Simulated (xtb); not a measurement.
Cl$_{4}$Pd, charge -2, singlet, from a rough starting geometry (GFN-xTB shapes and energies of metal compounds can be far from the true ones); GFN2-xTB run with xtb.

Input for xtb:
```
$ xtb mol.xyz --gfn 2 --chrg -2 --opt vtight --json

# file mol.xyz
5

Pd     0.03788291     0.00771162     0.02241152
Cl     2.23405833    -0.75139892    -0.00043940
Cl     0.73402920     2.13224856     0.00215804
Cl    -2.20194799     0.73969663    -0.03114177
Cl    -0.74763634    -2.23936468    -0.02625635
```

Output, abridged:

```
   ID    Z sym.   atoms
    1   46 Pd     1
    2   17 Cl     2-5

           -------------------------------------------------
          |                Calculation Setup                |
           -------------------------------------------------

           -------------------------------------------------
          |                 G F N 2 - x T B                 |
           -------------------------------------------------

          ...................................................
          :                      SETUP                      :
          :.................................................:
          :  # basis functions                  50          :
          :  # atomic orbitals                  45          :
          :  # shells                           15          :
          :  # electrons                        40          :
          :  max. iterations                   250          :
          :  Hamiltonian                  GFN2-xTB          :
          :  restarted?                      false          :
          :  GBSA solvation                  false          :
          :  PC potential                    false          :
          :  electronic temp.          300.0000000     K    :
          :  accuracy                    1.0000000          :
          :  -> integral cutoff          0.2500000E+02      :
          :  -> integral neglect         0.1000000E-07      :
          :  -> SCF convergence          0.1000000E-05 Eh   :
          :  -> wf. convergence          0.1000000E-03 e    :
          :  Broyden damping             0.4000000          :
          :  net charge                         -2          :
          :  unpaired electrons                  0          :
          ...................................................

 iter      E             dE          RMSdq      gap      omega  full diag
   1    -23.2960075 -0.232960E+02  0.873E+00    1.90       0.0  T
   2    -23.3208923 -0.248848E-01  0.374E+00    1.80       1.0  T
   3    -23.3232970 -0.240470E-02  0.195E+00    1.74       1.0  T
   4    -23.3244690 -0.117200E-02  0.616E-01    1.71       1.0  T
   5    -23.3246596 -0.190628E-03  0.402E-01    1.71       1.0  T
   6    -23.3246908 -0.312419E-04  0.190E-01    1.70       1.0  T
   7    -23.3246971 -0.622803E-05  0.298E-02    1.69       1.5  T
   8    -23.3246979 -0.786452E-06  0.123E-02    1.70       3.6  T
   9    -23.3246981 -0.270973E-06  0.664E-03    1.70       6.7  T
  10    -23.3246982 -0.112205E-06  0.273E-03    1.70      16.4  T
  11    -23.3246983 -0.146905E-07  0.161E-03    1.70      27.8  T
  12    -23.3246983 -0.647500E-09  0.370E-04    1.70     120.7  T
  13    -23.3246983 -0.936282E-10  0.146E-04    1.70     306.0  T

   *** convergence criteria satisfied after 13 iterations ***

         :::::::::::::::::::::::::::::::::::::::::::::::::::::
         ::                     SUMMARY                     ::
         :::::::::::::::::::::::::::::::::::::::::::::::::::::
         :: total energy             -23.321845443077 Eh    ::
         :: gradient norm              0.021366198334 Eh/a0 ::
         :: HOMO-LUMO gap              1.695301173955 eV    ::
         ::.................................................::
         :: SCC energy               -23.324693999746 Eh    ::
         :: -> isotropic ES            0.391619829702 Eh    ::
         :: -> anisotropic ES         -0.031047573675 Eh    ::
         :: -> anisotropic XC         -0.026912292032 Eh    ::
         :: -> dispersion             -0.007581478783 Eh    ::
         :: repulsion energy           0.002848556669 Eh    ::
         :: add. restraining           0.000000000000 Eh    ::
         :: total charge              -2.000000000000 e     ::
         :::::::::::::::::::::::::::::::::::::::::::::::::::::

      -----------------------------------------------------------
     |                   =====================                   |
[...]
 * total energy  :   -23.3228422 Eh     change       -0.9968047E-03 Eh
 * total energy  :   -23.3231748 Eh     change       -0.3325827E-03 Eh
 * total energy  :   -23.3232645 Eh     change       -0.8969095E-04 Eh
 * total energy  :   -23.3232629 Eh     change        0.1645046E-05 Eh
 * total energy  :   -23.3232726 Eh     change       -0.9707099E-05 Eh
 * total energy  :   -23.3232725 Eh     change        0.4591158E-07 Eh
 * total energy  :   -23.3232789 Eh     change       -0.6379114E-05 Eh
 * total energy  :   -23.3232770 Eh     change        0.1937195E-05 Eh
 * total energy  :   -23.3232800 Eh     change       -0.3043038E-05 Eh
 * total energy  :   -23.3232797 Eh     change        0.3089946E-06 Eh
 * total energy  :   -23.3232801 Eh     change       -0.3581529E-06 Eh
 * total energy  :   -23.3232801 Eh     change       -0.1564032E-08 Eh
   *** GEOMETRY OPTIMIZATION CONVERGED AFTER 13 ITERATIONS ***
         :: total energy             -23.323280073213 Eh    ::
[...]
        10        2.0000           -0.1234121              -3.3582
        11        2.0000           -0.1182052              -3.2165
        12        2.0000           -0.1182048              -3.2165
        13        2.0000           -0.1132572              -3.0819
        14        2.0000           -0.1055741              -2.8728
        15        2.0000           -0.1055732              -2.8728
        16        2.0000           -0.1043015              -2.8382
        17        2.0000           -0.0783073              -2.1309
        18        2.0000           -0.0707377              -1.9249
        19        2.0000           -0.0707369              -1.9248
        20        2.0000           -0.0627330              -1.7071 (HOMO)
        21                          0.0019573               0.0533 (LUMO)
        22                          0.3234646               8.8019
        23                          0.3349712               9.1150
        24                          0.3661141               9.9625
        25                          0.3661141               9.9625
        26                          0.3663447               9.9687
        27                          0.3663676               9.9694
        28                          0.3664216               9.9708
        29                          0.3664373               9.9713
        30                          0.3664375               9.9713
        31                          0.3667292               9.9792
       ...                                ...                  ...
        45                          1.6483799              44.8547
      -------------------------------------------------------------
                  HL-Gap            0.0646902 Eh            1.7603 eV
             Fermi-level           -0.0303878 Eh           -0.8269 eV

     #   Z          covCN         q      C6AA      α(0)
     1  46 Pd       3.241     0.068   267.643    33.739
     2  17 Cl       0.822    -0.517   116.279    16.496
     3  17 Cl       0.822    -0.517   116.279    16.496
     4  17 Cl       0.822    -0.517   116.278    16.496
     5  17 Cl       0.822    -0.517   116.278    16.496

 Mol. C6AA /au·bohr⁶  :       3508.477507
 Mol. C8AA /au·bohr⁸  :     187495.014146
 Mol. α(0) /au        :         99.723591

Wiberg/Mayer (AO) data.
largest (>0.10) Wiberg bond orders for each atom

 ---------------------------------------------------------------------------
     #   Z sym  total        # sym  WBO       # sym  WBO       # sym  WBO
 ---------------------------------------------------------------------------
     1  46 Pd   3.080 --     4 Cl   0.770     5 Cl   0.770     3 Cl   0.770
                             2 Cl   0.770
     2  17 Cl   0.852 --     1 Pd   0.770
     3  17 Cl   0.852 --     1 Pd   0.770
     4  17 Cl   0.852 --     1 Pd   0.770
     5  17 Cl   0.852 --     1 Pd   0.770
 ---------------------------------------------------------------------------

Topologies differ in total number of bonds
Writing topology from bond orders to xtbtopo.mol

molecular dipole:
                 x           y           z       tot (Debye)
 q only:       -0.043       0.084       0.025
   full:       -0.043       0.084       0.025       0.248
molecular quadrupole (traceless):
                xx          xy          yy          xz          yz          zz
 q only:       -9.864       0.003      -9.871      -0.229      -0.094      19.735
  q+dip:      -14.406       0.004     -14.413      -0.334      -0.137      28.820
   full:      -14.373       0.004     -14.380      -0.333      -0.136      28.753

optimized geometry written to: xtbopt.xyz

           -------------------------------------------------
          | TOTAL ENERGY              -23.323280073213 Eh   |
          | GRADIENT NORM               0.000009563955 Eh/α |
          | HOMO-LUMO GAP               1.760310863280 eV   |
           -------------------------------------------------

normal termination of xtb
```
